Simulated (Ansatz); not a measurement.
Total energies of C2H4FI, SMILES `FCCI`.

Z-matrix (Å, degrees):
```
C
C 1 1.505
F 1 1.384 2 108.4
H 1 1.093 2 111.4 3 118.9
H 1 1.093 2 111.4 3 -118.9
I 2 2.134 1 109.3 3 180.0
H 2 1.088 1 111.9 3 -62.1
H 2 1.088 1 111.9 3 62.1
```

Charge 0, multiplicity 1. Correlated methods include outer-core shells of I, which these sets cover unevenly. I takes the def2 core potential. Geometry: relaxed with PBE0-D4/def2-TZVP. It is one conformer, not always the lowest. Basis def2-TZVPP, the Gaussian-basis code of Ansatz.

RPA on PBE orbitals: Hartree–Fock energy of these orbitals -474.18940 Eh, correlation -1.56509 Eh (frozen core).

```tsv
functional	energy without D4 (Eh)	D4 term (kJ/mol)
BLYP	-476.13499	-31.8
B2PLYP	-475.94671	–
```

Q: Give the same for LDA (SPW92), PBE, revPBE, r2SCAN, B97M-V, PBE0, B3LYP, r2SCANh, r2SCAN0, HSE06 (plane-wave form), BHLYP, CAM-B3LYP, LC-ωPBE, ωB97X-V, ωB97M-V, PBE-QIDH. (Estimate.)

A: The calculation gave: 
| functional | energy without D4 (Eh) | D4 term (kJ/mol) |
| --- | --- | --- |
| LDA (SPW92) | -474.44699 | – |
| PBE | -476.02521 | -14.2 |
| revPBE | -476.22378 | -45.2 |
| r2SCAN | -476.26603 | -3.3 |
| B97M-V | -476.18968 | – |
| PBE0 | -476.06257 | -11.9 |
| B3LYP | -476.34110 | -23.1 |
| r2SCANh | -476.24737 | -3.5 |
| r2SCAN0 | -476.22033 | -3.9 |
| HSE06 (plane-wave form) | -476.05222 | -11.1 |
| BHLYP | -476.10480 | -17.7 |
| CAM-B3LYP | -476.17692 | -12.1 |
| LC-ωPBE | -476.17521 | – |
| ωB97X-V | -476.17352 | – |
| ωB97M-V | -476.15498 | – |
| PBE-QIDH | -475.88773 | – |

B3LYP takes the VWN-RPA correlation (the form of Gaussian; ORCA's B3LYP/G). HSE06 is the plane-wave form, built on full-range PBE exchange. The double hybrids freeze the cores in their second-order part.

LC-ωPBE has ω = 0.4 bohr⁻¹.
